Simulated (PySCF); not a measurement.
Gas-phase reaction: ZnH₂ + CH₃ → ZnCH₃ + H₂

Computed with PySCF and rigid-rotor harmonic-oscillator thermochemistry at 1 bar. † marks an energy on the PBE0/def2-TZVP geometry and frequencies; other levels use their own. CCSD(T) freezes the core. Open shells (unrestricted): CH₃ (multiplicity 2), ZnCH₃ (multiplicity 2); the rest are closed-shell singlets. Zn: all electrons, no relativistic terms. ZnH₂, ZnCH₃: computed as isolated molecules; such fragments, hydroxides, amides, oligomers or adducts are transient or little studied in the gas. CCSD(T) isn't extrapolated to the basis-set limit; its ΔH°(298 K) is -74.8 kJ in def2-SVP and -81.4 kJ in def2-TZVPP. The harmonic model lacks anharmonicity and excited electronic states, which grow with temperature; levels with a mode under 35 cm⁻¹ are left out.

| level | ΔE electronic, kJ | ΔH°(298 K), kJ | ΔS°(298 K), J/K | ΔG°(1000 K), kJ |
|---|---|---|---|---|
| BLYP/def2-TZVP† | -94 | -86 | -11 | -76 |
| CCSD(T)/def2-SVP† | -82 | -75 | -11 | -65 |
| CCSD(T)/def2-TZVPP† | -89 | -81 | -11 | -72 |
| PBE/def2-SVP | -99 | -91 | -11 | -81 |
| PBE/def2-TZVP† | -99 | -92 | -11 | -82 |
| PBE0/def2-QZVP† | -89 | -81 | -11 | -72 |
| PBE0/def2-SVP† | -89 | -81 | -11 | -72 |
| ωB97M-V/def2-TZVP† | -86 | -79 | -11 | -69 |
ΔH° is lowest at PBE/def2-TZVP† and highest at CCSD(T)/def2-SVP†. No reference value is set beside these.
